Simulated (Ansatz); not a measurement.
`[F][W](=[S])(=[S])[Cl]` + H₂O → `[OH][W]([F])(=[S])=[S]` + HCl at 400 K and 1 bar (formal hydrolysis of a W–Cl bond).

Program: Ansatz. Geometries: PBE0-D4/def2-TZVP. ΔE: electronic, gas phase. CBS: MP2 limit from def2 TZ/QZ plus the TZ coupled-cluster correction, frozen cores. This one scheme is used for every species. def2 core potentials past Kr. For W outer-core shells are correlated without core-valence functions, which leaves a few kJ/mol of doubt a bond. Each species was taken in one conformer, which may not be the lowest.

| species | CCSD(T)/CBS energy (Eh) | H − E (kJ/mol) | S (J/(mol·K)) |
| --- | --- | --- | --- |
| `[F][W](=[S])(=[S])[Cl]` | -1422.27249 | 48.2 | 389.0 |
| H₂O | -76.37941 | 69.8 | 198.6 |
| `[OH][W]([F])(=[S])=[S]` | -1038.26045 | 81.1 | 386.4 |
| HCl | -460.38127 | 29.6 | 195.4 |

H − E and S are ideal-gas, rigid-rotor, harmonic terms from PBE0-D4/def2-TZVP, for one conformer and one mirror image of each species. 1 Eh = 2625.50 kJ/mol, R = 8.31446 J/(mol·K).

Task: By hand: ΔE, ΔH, ΔS and ΔG.

Result: ΔE = (-1038.26045) + (-460.38127) − (-1422.27249) − (-76.37941) = 0.01018 Eh = 26.7 kJ/mol. Δ(H − E) = 81.1 + 29.6 − 48.2 − 69.8 = -7.3, so ΔH = 19.4 kJ/mol. ΔS = 386.4 + 195.4 − 389.0 − 198.6 = -5.8 J/(mol·K). ΔG = 19.4 − 400 × (-5.8)/1000 = 21.7 kJ/mol.

Task: By hand: the equilibrium constant, and the temperature at which ΔG would vanish if ΔH and ΔS stayed fixed.

Result: log₁₀ K = −ΔG/(RT ln 10) = -2.8. ΔH and −TΔS have one sign here, so there is no such temperature.

The number of gas molecules stays the same, so ΔS is small and ΔH decides. A doubt of 5 kJ/mol in ΔE shifts log₁₀ K by 0.7 here. Other conformers and mirror images would add mixing entropy, several J/(mol·K) or more a flexible species. These are equilibria of isolated gas molecules and say nothing of rates. Largest T1 diagnostic: 0.022 (customary marks: 0.02 for closed shells, 0.045 for open ones).

ΔS is within the doubt of such terms, so its sign, and with it that verdict, could turn.
